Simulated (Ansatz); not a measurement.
Ansatz (a quantum-chemistry and plane-wave program) input for SbFBr2, SMILES [F][Sb]([Br])[Br], PBE/def2-SVPD. Coordinates come from a PBE0-D3(BJ)/def2-SVP optimisation. The def2 effective core potentials stand for the cores of Sb; spin–orbit coupling is left out.

Ansatz 0.2 input:
```yaml
crystal:
  periodic: [false, false, false]
  atoms:
    - {symbol: Sb, position_ang: [0.37132681, -0.78166353, -0.00000000]}
    - {symbol: F, position_ang: [-1.34677683, -1.66168906, -0.00000001]}
    - {symbol: Br, position_ang: [-0.09738108, 0.78314345, -1.90508404]}
    - {symbol: Br, position_ang: [-0.09738108, 0.78314344, 1.90508405]}
basis:
  gaussian:
    orbitals: def2-SVPD
hamiltonian:
  xc: {name: PBE}
```

Output:

```
WARN ansatz: RAYON_NUM_THREADS=1 ignored (pool sized by the plan → 1); use --threads N
Functional definition: PBE
integrals: 0.10 GiB planned
1427 factors; their error is unknown
mean field: 0.48 GiB planned
mean field evaluation 1: about -149304.5653 eV, gradient 4.2e1 eV
mean field evaluation 2: about -149233.0505 eV, gradient 2.0e2 eV
mean field evaluation 4: about -149306.9491 eV, gradient 2.1e1 eV
mean field evaluation 8: about -149308.0897 eV, gradient 3.4e-2 eV
mean field evaluation 16: about -149308.0383 eV, gradient 4.1e-5 eV
mean field -149308.03829351 eV, -5486.9692026632 hartree, gradient 4.1e-5 eV, S^2 0.000000; 0 other end points of the search recorded, 0 dependent functions left out
reference -149308.03834429 eV, -5486.9692045293 hartree; 51, 51 occupied and 86, 86 virtual orbitals, 1427 factors
Total energy: -149308.03834429 eV, -5486.9692045293 hartree
```

The calculation finished and met its thresholds.
